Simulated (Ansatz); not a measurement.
Z-matrix (Å, degrees):
```
C
In 1 2.138
H 1 1.091 2 109.8
H 1 1.089 2 109.9 3 -120.4
H 1 1.091 2 110.0 3 119.0
S 2 2.410 1 113.5 3 118.4
H 2 1.717 1 132.2 3 -61.6
Si 6 2.127 2 99.6 1 -180.0
H 8 1.487 6 111.8 2 60.8
H 8 1.485 6 107.7 2 -179.8
H 8 1.487 6 111.8 2 -60.3
```

Charge 0, multiplicity 1. In: def2 effective core potential.

(1) List the CAM-B3LYP/def2-TZVPP orbital energies in eV (the Gaussian-basis code of Ansatz). (Best estimate.)

Results:

(1) The calculation gave: Occupied: -2419.03, -1801.17, -278.76, -217.09, -161.63, -161.58, -161.52, -145.69, -129.46, -101.04, -101.00, -101.00, -86.20, -85.94, -85.85, -23.29, -23.18, -23.02, -22.97, -22.95, -20.99, -20.62, -16.12, -13.28, -12.98, -12.95, -11.37, -11.28, -10.64, -9.38, -9.01, -8.47. Lowest empty: -0.72, 0.38, 0.93, 1.54, 1.97, 2.35, 2.55, 2.72.
